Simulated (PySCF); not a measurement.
# Dipole moment and polarisability of `CCc1ncnc(Cl)n1`

Species: C5H6ClN3.
Cartesian coordinates in Å at the GFN2-xTB level; atoms count from 1:
```xyz
15
C5H6ClN3 angstrom
C      2.1774    0.6249    0.1768
C      1.3267   -0.6353    0.2118
C     -0.1266   -0.3718    0.0208
N     -0.9550   -1.4166    0.0494
C     -2.2297   -1.1403   -0.1185
N     -2.7366    0.0680   -0.3077
C     -1.8342    1.0324   -0.3226
Cl    -2.3994    2.6172   -0.5626
N     -0.5348    0.8780   -0.1673
H      1.8721    1.3092    0.9631
H      3.2254    0.3719    0.3151
H      2.0603    1.1338   -0.7755
H      1.6372   -1.3372   -0.5669
H      1.4419   -1.1602    1.1640
H     -2.9292   -1.9661   -0.1018
```

Level: CAM-B3LYP/def2-SVPD (PySCF), static field, nuclei fixed, core orbitals frozen in the response. The polarisability tensor in these axes (au):

```
x   104.92  -7.49   5.82
y    -7.49 103.75  -5.83
z     5.82  -5.83  60.58
```

Question: What are the eigenvalues, a third of the trace, and Δα (Δα² = ½Σ(αi − αj)² over the three pairs)?

Answer: Principal values 59.29, 96.83 and 113.13 au; mean 89.75 au = 13.30 Å³ = 14.80 × 10⁻⁴⁰ C²·m²/J; Δα = 47.82 au (53 % of the mean).

Question: What is the dipole moment, and where does it point?

Answer: (1.34, -1.18, 0.28) D, 1.81 D in size, pointing from the negative to the positive side. Measured along this direction, the outermost atoms are Cl8 at the negative end and H11 at the positive end.

Question: Find the Langevin capture rate constant for NH4+ (18.034 u) meeting this molecule (143.025 u), k = 2.342 × 10⁻⁹ cm³/s × √(α in Å³ / reduced mass in u).

Answer: The reduced mass is 16.02 u, so k = 2.13 × 10⁻⁹ cm³/s. The formula leaves out the permanent dipole, which adds to the capture rate.

Question: Estimate the molar refractivity from the static electronic polarisability.

Answer: Lorentz–Lorenz: R = (4π/3)N_A α = 2.5225 cm³/(mol·Å³) × 13.30 Å³ = 33.5 cm³/mol, in the limit of long wavelengths.

Question: Sum over states: ᾱ = Σ f/ω², ω in Eh. What share falls to these 8 lowest TDDFT singlets (eV, f)? 4.87, 0.0002; 4.94, 0.0032; 5.04, 0.0002; 5.12, 0.0072; 6.04, 0.0098; 6.52, 0.1663; 6.76, 0.0000; 7.26, 0.3917.

Answer: They add up to 8.92 au, 9.9 % of the 89.75 au; the largest single term is 5.51 au, from the state at 7.26 eV. Terms in order: 0.01, 0.10, 0.01, 0.20, 0.20, 2.90, 0.00, 5.51 au. Higher excitations give the rest. The strengths listed sum to 0.579.

Isolated species at its GFN2-xTB geometry (one conformer only).
